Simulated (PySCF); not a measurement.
**Vertical excitation energies**

Species: C₆H₁₂F₂O.
SMILES: `COC(C)(C)CC(F)F`

Theory: TDDFT CAM-B3LYP/def2-SVPD, vertical, gas phase, core orbitals frozen in the response (PySCF). Isolated species at its PBE0-D3(BJ)/def2-SVP geometry (one conformer only). Torsions of this conformer, `[CH3:1][O:2][C:3]([CH3:4])([CH3:5])[CH2:6][CH:7]([F:8])[F:9]`: C1–O2–C3–C4 56°, O2–C3–C6–C7 -56°, C3–C6–C7–F8 -73°.

Problem. Predict the UV-vis stick spectrum at this level.

Solution. 

| state | E (eV) | E (kJ/mol) | λ (nm) | f | \|μ\| (D) | main configurations (H = HOMO, L = LUMO) |
| --- | --- | --- | --- | --- | --- | --- |
| S1 | 7.39 | 713 | 167.7 | 0.0003 | 0.11 | H→L (88%) |
| S2 | 8.05 | 777 | 154.0 | 0.019 | 0.79 | H→L+1 (46%), H→L+2 (23%), H→L+4 (12%) |
| S3 | 8.25 | 796 | 150.3 | 0.0053 | 0.41 | H→L+1 (41%), H→L+2 (40%) |
| S4 | 8.53 | 823 | 145.4 | 0.0071 | 0.47 | H→L+3 (72%) |
| S5 | 8.67 | 836 | 143.0 | 0.011 | 0.57 | H-1→L (77%) |
| S6 | 8.87 | 856 | 139.8 | 0.021 | 0.79 | H→L+4 (50%), H→L+6 (23%), H→L+2 (12%) |
| S7 | 9.04 | 872 | 137.1 | 0.014 | 0.65 | H→L+5 (56%), H→L+4 (16%), H→L+6 (14%) |
| S8 | 9.20 | 888 | 134.8 | 0.0018 | 0.23 | H→L+7 (49%), H→L+6 (17%) |
| S9 | 9.22 | 889 | 134.5 | 0.026 | 0.86 | H-1→L+1 (59%), H-1→L+2 (10%), H→L+7 (9%) |
| S10 | 9.35 | 902 | 132.7 | 0.010 | 0.54 | H-1→L+2 (47%), H-1→L+1 (18%) |

Triplets, Tamm–Dancoff:

```csv
state,E (eV),λ (nm),"main configurations (H = HOMO, L = LUMO)"
T1,7.28,170.3,H→L (85%)
T2,7.73,160.3,"H→L+1 (41%), H→L+2 (18%), H→L+4 (15%)"
T3,8.18,151.5,"H→L+2 (41%), H→L+1 (38%)"
T4,8.39,147.7,"H→L+3 (58%), H-1→L (23%)"
```

The lowest singlet lies at 7.39 eV (168 nm, vacuum ultraviolet) and is dark (f under 0.0005); its leading configuration is HOMO→LUMO (88%). The most intense listed level is S9 at 9.22 eV (135 nm, f = 0.026), 1.82 eV above S1. Löwdin shares by element: HOMO oxygen 55%, carbon 24% or more (atoms not listed hold the other 21%); LUMO carbon 37% or more, hydrogen 6% or more (atoms not listed hold the other 57%). Weighted by f, the mean energy of these states is 8.81 eV. Orbital energies (eV): HOMO-3 -11.51, HOMO-2 -11.04, HOMO-1 -10.28, HOMO -9.13, LUMO 1.14, LUMO+1 1.72, LUMO+2 1.93. The listed states span 1.95 eV, and the widest gap between neighbours is 0.66 eV (S1 to S2). No computed singlet lies in the visible range (380 to 750 nm); the lowest, at 168 nm, stands 4.13 eV above its violet end (3.26 eV). The vertical ionisation energy (ΔSCF) is 9.88 eV, 0.53 eV above S10. Singlets were solved by full linear response, triplets in the Tamm–Dancoff approximation.
